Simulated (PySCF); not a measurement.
Gas-phase reaction: (H2SiO)3 → 3 H2SiO

Energies from PySCF, thermal terms from the rigid-rotor harmonic-oscillator model, ideal gas at 1 bar. † marks an energy on the PBE0/def2-TZVP geometry and frequencies; other levels use their own. MP2 and CCSD(T) freeze the core. 6-31G* has spherical d functions here. All species are closed-shell singlets. B3LYP is the form with VWN-RPA correlation. (H2SiO)3, H2SiO: computed as isolated molecules; such fragments, hydroxides, amides, oligomers or adducts are transient or little studied in the gas. MP2 isn't extrapolated to the basis-set limit; its ΔH°(298 K) is 865.7 kJ in def2-SVP and 888.5 kJ in def2-TZVPP. CCSD(T) isn't extrapolated to the basis-set limit. The harmonic model lacks anharmonicity and excited electronic states, which grow with temperature; levels with a mode under 35 cm⁻¹ are left out. Soft modes under 120 cm⁻¹ make the harmonic entropy rough for (H2SiO)3. Warning, large T1 diagnostic: H2SiO (CCSD(T)/def2-SVP†).

| level | ΔE electronic, kJ | ΔH°(298 K), kJ | ΔS°(298 K), J/K | ΔG°(2000 K), kJ |
|---|---|---|---|---|
| B3LYP/def2-TZVP† | 867 | 842 | 354 | 172 |
| BLYP/def2-TZVP† | 778 | 753 | 354 | 83 |
| CCSD(T)/def2-SVP† | 887 | 862 | 354 | 192 |
| HF/6-31G* | 994 | 969 | 358 | 291 |
| HF/def2-TZVP† | 1011 | 986 | 354 | 316 |
| M06-2X/def2-TZVP† | 982 | 956 | 354 | 286 |
| MP2/def2-SVP† | 891 | 866 | 354 | 196 |
| MP2/def2-TZVPP† | 914 | 889 | 354 | 218 |
| ωB97X-V/def2-TZVP† | 948 | 923 | 354 | 252 |
ΔH° is lowest at BLYP/def2-TZVP† and highest at HF/def2-TZVP†. No reference value is set beside these.
